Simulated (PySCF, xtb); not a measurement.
BiH2Cl, SMILES [Cl][BiH2].

Harmonic wavenumbers (cm⁻¹) from xtb with GFN2-xTB at its own minimum, in rising order: 290, 537, 545, 821, 1813, 1826.

Problem. What does PBE0-D3(BJ)/def2-TZVP (PySCF) give at its own minimum? (The exact figures need the calculation; the answer reports its results.)

Solution. 329, 558, 573, 774, 1821, 1828. Paired by order, the mean absolute difference is 24 cm⁻¹ and the zero-point energies are 8.3 and 8.4 kcal/mol.
